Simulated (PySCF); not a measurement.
## Mg⁺ (magnesium, charge +1) across methods

[Ne] 3d1, 2D determinant (an excited configuration). All numbers are calculated (PySCF 2.14, the non-relativistic Hamiltonian (point nucleus), in dyall-av3z).

| method | E (hartree) | mean ε 2p α (eV) | mean ε 2p β (eV) | mean ε 3d α (eV) | Σ⟨r²⟩ (bohr²) | ⟨S²⟩ |
| --- | --- | --- | --- | --- | --- | --- |
| UHF | -199.04660 | -74.955 | -74.950 | -5.878 | 26.87 | 0.750 |
| r2SCAN | -199.4576 | -61.114 | -61.106 | -4.641 | 26.39 | 0.750 |
| wB97M-V | -199.4542 | -65.893 | -65.874 | -5.664 | 24.96 | 0.750 |
| wB97X-V | -199.4349 | -65.949 | -65.938 | -6.189 | 25.97 | 0.750 |
| LDA | -198.5306 | -59.865 | -59.847 | -4.540 | 26.09 | 0.750 |
| PBE | -199.3608 | -59.707 | -59.687 | -4.785 | 25.97 | 0.750 |
| PW91 | -199.4626 | -59.864 | -59.844 | -4.780 | 25.94 | 0.750 |

**Question.** Estimate the same row for PBE0.

**Answer.** E (hartree) = -199.3758; mean ε 2p α (eV) = -63.817; mean ε 2p β (eV) = -63.801; mean ε 3d α (eV) = -5.122; Σ⟨r²⟩ (bohr²) = 26.19; ⟨S²⟩ = 0.750.

The outer electron is Rydberg-like, and this basis confines it to a smaller radius and binds it less than a complete one would.
